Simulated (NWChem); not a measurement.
System: HgI cation; SMILES [I][Hg+]

NWChem printed, in part:

```
             Northwest Computational Chemistry Package (NWChem) 7.3.0
             --------------------------------------------------------

                             Geometry "geometry" -> ""
                             -------------------------

 Output coordinates in angstroms (scale by  1.889725989 to convert to a.u.)

  No.       Tag          Charge          X              Y              Z
 ---- ---------------- ---------- -------------- -------------- --------------
    1 Hg                  80.0000     0.00000000     0.00000000    -1.04156000
    2 I                   53.0000     0.00000000     0.00000000     1.55826500

 Effective nuclear repulsion energy (a.u.)     863.0240634499

                                 NWChem DFT Module
                                 -----------------

 Summary of "ao basis" -> "ao basis" (spherical)
 ------------------------------------------------------------------------------
       Tag                 Description            Shells   Functions and Types
 ---------------- ------------------------------  ------  ---------------------
 Hg                        def2-svpd                13       35   6s4p2d1f
 I                         def2-svpd                13       35   5s5p3d

            General Information
            -------------------
          SCF calculation type: DFT
          Wavefunction type:  closed shell.
          No. of atoms     :     2
          No. of electrons :    44
           Alpha electrons :    22
            Beta electrons :    22
          Charge           :     1
          Spin multiplicity:     1
          Use of symmetry is: off; symmetry adaption is: off
          Maximum number of iterations: 150
          AO basis - number of functions:    70
                     number of shells:    26
          Convergence on energy requested:  1.00D-06
          Convergence on density requested:  1.00D-05
          Convergence on gradient requested:  5.00D-04

              XC Information
              --------------
                        BHLYP Method XC Functional
                     Hartree-Fock (Exact) Exchange  0.500
                        Slater Exchange Functional  0.500 local
                    Becke 1988 Exchange Functional  0.500 non-local
              Lee-Yang-Parr Correlation Functional  1.000

             Grid Information
             ----------------
          Grid used for XC integration:  medium
          Radial quadrature: Mura-Knowles
          Angular quadrature: Lebedev.
          Tag              B.-S. Rad. Rad. Pts. Rad. Cut. Ang. Pts.
          ---              ---------- --------- --------- ---------
          Hg                  1.50      123          12.0       590
          I                   1.40      123          12.0       590
          Grid pruning is: on
          Number of quadrature shells:   246
          Spatial weights used:  Erf1

      Superposition of Atomic Density Guess
      -------------------------------------

 Sum of atomic energies:        -521.27094656

 Renormalizing density from      45.00 to     44

      Non-variational initial energy
      ------------------------------

 Total energy =    -446.683844
 1-e energy   =    -968.829843
 2-e energy   =     420.374293
 HOMO         =      -0.671914
 LUMO         =      -0.469443

   convergence    iter        energy       DeltaE   RMS-Dens  Diis-err
 ---------------- ----- ----------------- --------- --------- ---------
 d= 0,ls=0.0,diis     1   -450.6125367953 -5.52D+02  2.86D-02  8.60D-01
 d= 0,ls=0.0,diis     2   -450.5937243818  1.88D-02  1.71D-02  7.95D-01
 d= 0,ls=0.0,diis     3   -450.7062526831 -1.13D-01  3.73D-03  4.11D-02
 d= 0,ls=0.0,diis     4   -450.7116666593 -5.41D-03  5.08D-04  8.10D-04
 d= 0,ls=0.0,diis     5   -450.7117910843 -1.24D-04  2.32D-04  1.17D-04
  Resetting Diis
 d= 0,ls=0.0,diis     6   -450.7118041147 -1.30D-05  5.82D-05  8.87D-06
 d= 0,ls=0.0,diis     7   -450.7118064615 -2.35D-06  2.56D-05  4.60D-07
 d= 0,ls=0.0,diis     8   -450.7118065919 -1.30D-07  6.23D-06  2.17D-07

         Total DFT energy =     -450.711806591875
      One electron energy =     -979.978258087500
           Coulomb energy =      463.269958098856
    Exchange-Corr. energy =      -35.775212198742
 Nuclear repulsion energy =      101.771705595511

 Numeric. integr. density =       44.000000090035

                       DFT Final Molecular Orbital Analysis
                       ------------------------------------

[...]

                                NWChem TDDFT Module
                                -------------------

            General Information
            -------------------
           No. of orbitals :     140
            Alpha orbitals :      70
             Beta orbitals :      70
        Alpha frozen cores :       0
         Beta frozen cores :       0
     Alpha frozen virtuals :       0
      Beta frozen virtuals :       0
         Spin multiplicity :       1
    Number of AO functions :      70
        Use of symmetry is : off
      Symmetry adaption is : off
         Schwarz screening :  0.10D-07

              XC Information
              --------------
                 BHLYP Method XC Functional
              Hartree-Fock (Exact) Exchange   0.50
                 Slater Exchange Functional   0.50 local
             Becke 1988 Exchange Functional   0.50 non-local
       Lee-Yang-Parr Correlation Functional   1.00

             TDDFT Information
             -----------------
          Calculation type : Tamm-Dancoff TDDFT
         Wavefunction type : Restricted singlets
          No. of electrons :      44
           Alpha electrons :      22
            Beta electrons :      22
              No. of roots :       6
          Max subspacesize :    5200
            Max iterations :     100
               Target root :       1
           Target symmetry : none
      Symmetry restriction : off
                 Algorithm : Optimal
        Davidson threshold :  0.10D-03

    6 smallest eigenvalue differences (eV)
--------------------------------------------------------
  No. Spin  Occ  Vir  Irrep   E(Occ)    E(Vir)   E(Diff)
--------------------------------------------------------
    1    1   22   23 a        -0.522    -0.364     4.299
    2    1   21   23 a        -0.522    -0.364     4.299
    3    1   20   23 a        -0.610    -0.364     6.680
    4    1   22   24 a        -0.522    -0.192     8.970
    5    1   21   24 a        -0.522    -0.192     8.970
    6    1   22   25 a        -0.522    -0.192     8.970
--------------------------------------------------------

  Entering Davidson iterations
  Restricted singlet excited states

  Iter   NTrls   NConv    DeltaV     DeltaE      Time
  ----  ------  ------  ---------  ---------  ---------
    1      6       0     0.14E+00   0.10+100       11.1
    2     12       0     0.52E-01   0.36E-01       11.1
    3     18       0     0.55E-01   0.88E-02       10.8
    4     24       0     0.48E-01   0.31E-01       10.7
    5     30       2     0.81E-02   0.14E-02       11.4
    6     34       4     0.16E-02   0.39E-04       10.4
    7     36       4     0.28E-03   0.18E-05        9.2
    8     38       6     0.60E-04   0.55E-07        9.0
  ----  ------  ------  ---------  ---------  ---------
  Convergence criterion met

  Ground state a        -450.711806591875 a.u.

  ----------------------------------------------------------------------------
  Root   1 singlet a              0.052668169 a.u.                1.4332 eV
  ----------------------------------------------------------------------------
     Transition Moments    X  0.12918   Y  0.13580   Z  0.00000
     Dipole Oscillator Strength                    0.0012335007
     Electric Quadrupole                           0.0000000002
     Magnetic Dipole                               0.0000000998
     Total Oscillator Strength                     0.0012336007

     Occ.   22  a   ---  Virt.   23  a       -0.99545
     Occ.   22  a   ---  Virt.   26  a       -0.07367
  ----------------------------------------------------------------------------
  Root   2 singlet a              0.052668170 a.u.                1.4332 eV
  ----------------------------------------------------------------------------
     Transition Moments    X  0.13580   Y -0.12918   Z -0.00000
     Dipole Oscillator Strength                    0.0012335007
     Electric Quadrupole                           0.0000000002
     Magnetic Dipole                               0.0000000998
     Total Oscillator Strength                     0.0012336007

     Occ.   21  a   ---  Virt.   23  a       -0.99545
     Occ.   21  a   ---  Virt.   26  a       -0.07367
  ----------------------------------------------------------------------------
  Root   3 singlet a              0.183214409 a.u.                4.9855 eV
  ----------------------------------------------------------------------------
     Transition Moments    X  0.00000   Y -0.00000   Z -1.66869
     Dipole Oscillator Strength                    0.3401108219
     Electric Quadrupole                           0.0000000060
     Magnetic Dipole                               0.0000000000
     Total Oscillator Strength                     0.3401108279

     Occ.   17  a   ---  Virt.   23  a        0.19458
     Occ.   20  a   ---  Virt.   23  a       -0.87516
     Occ.   21  a   ---  Virt.   24  a        0.30029
     Occ.   22  a   ---  Virt.   25  a        0.30029
  ----------------------------------------------------------------------------
  Root   4 singlet a              0.238171276 a.u.                6.4810 eV
  ----------------------------------------------------------------------------
     Transition Moments    X -0.00000   Y -0.00000   Z -0.00002
     Dipole Oscillator Strength                    0.0000000001
     Electric Quadrupole                           0.0000000000
     Magnetic Dipole                               0.0000000000
     Total Oscillator Strength                     0.0000000001

[...]
```

Level: BHandHLYP/def2-SVPD with def2 effective core potentials on I, Hg, TDA. All runs use the structure optimised with PBE0/def2-SVP. def2 effective core potentials on I, Hg; no spin-orbit coupling.

Task: Which NWChem input produces such a log?

Result: One answer among several that fit: the input that was run:
```
start job
memory heap 200 mb stack 900 mb global 1100 mb
charge 1
geometry units angstroms noautosym nocenter noautoz
  Hg     0.000000     0.000000    -1.041560
  I      0.000000     0.000000     1.558265
end
basis spherical
  * library def2-svpd
end
ecp
  I library def2-ecp
  Hg library def2-ecp
end
dft
  xc bhlyp
  iterations 150
end
tddft
  cis
  nroots 6
  notriplet
end
task tddft energy
```
